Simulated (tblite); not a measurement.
Compound: C4H4FO3Si (doublet state).
Cartesian coordinates in Å at the GFN2-xTB level; atoms count from 1:
```xyz
13
C4H4FO3Si angstrom
O      0.3455    1.8183    1.4618
C     -0.1601    0.9782    0.7597
O     -1.5127    0.8733    0.6836
C     -2.0142   -0.2519    0.0137
O     -1.3866   -0.5329   -1.2020
C     -0.0304   -0.5427   -1.1052
C      0.6199    0.0907   -0.0957
Si     2.4317    0.3146    0.1346
F      3.1791   -0.8896   -0.6642
H     -3.0672   -0.0504   -0.1987
H     -1.9231   -1.1320    0.6794
H      0.4494   -1.0786   -1.9085
H      3.0642    0.4034    1.4238
```

Computed values, GFN2-xTB/tblite, gas phase, harmonic and unscaled. Errors from tens to a few hundred cm⁻¹ against measured bands are possible. Modes of hydrogen on silicon can be 10 to 20 % off. One conformer, not necessarily the lowest. Open shells enter through the occupations alone, without spin polarisation, and single modes of such species can be off by tens of per cent.

Harmonic wavenumbers (cm⁻¹): 67.5, 89.4, 106.4, 176.3, 183.3, 250.9, 321.3, 382.4, 403.5, 491.6, 539.6, 594.2, 642.8, 698.6, 770.3, 778.0, 814.1, 967.9, 999.1, 1019.6, 1081.9, 1142.5, 1189.4, 1249.4, 1283.2, 1349.2, 1447.8, 1529.4, 1730.5, 2474.3, 2811.3, 2993.9, 3092.9.

A = 2559, B = 1041, C = 758.1 MHz; mass 146.991 u (most abundant isotopes); point group C1, symmetry number 1; spin multiplicity 2.

**Question.** What is the zero-point energy?

**Answer.** ½Σν̃ = 16836 cm⁻¹ = 201.41 kJ/mol.

**Question.** Give the ideal-gas entropy at 350 K and 1 bar in the rigid-rotor, harmonic-oscillator model (classical rotation).

**Answer.** Translation 174.43, rotation 125.24, vibration 121.11, spin (R ln 2) 5.76: S = 426.5 J/(mol K).

**Question.** And Cp and H(350 K) − H(0)?

**Answer.** Cp = 156.81 J/(mol K), of which vibrations give 123.56 (their classical limit is 33 R = 274.4); H(350 K) − H(0) = 34.16 kJ/mol without the zero-point energy, 22.52 from vibrations.

**Question.** Which modes carry the vibrational entropy at 350 K?

**Answer.** 67.5 cm⁻¹: 19.00; 89.4 cm⁻¹: 16.68; 106.4 cm⁻¹: 15.26; 176.3 cm⁻¹: 11.17; 183.3 cm⁻¹: 10.86; 250.9 cm⁻¹: 8.42 J/(mol K); the other 27 give 39.72 together.

**Question.** Blend soft modes into free rotors: weight 1/[1 + (100 cm⁻¹/ν̃)⁴] for the oscillator and the rest for a rotor with moment μB/(μ + B), μ = h/(8π²ν), B = 10⁻⁴⁴ kg m². What vibrational entropy results?

**Answer.** 113.60 J/(mol K) in place of 121.11, which changes −T·S at 350 K by +2.63 kJ/mol.

Hindered rotation and anharmonicity are outside this model. Other conformers, if any are populated, would add a mixing term that is left out. The structure is chiral; the term R ln 2 for an equal mix with its mirror image is left out.

The run took 0.4 s of wall time on Arm Neoverse V2, one thread, no GPU, shared host. The figure is for the frequency step alone.
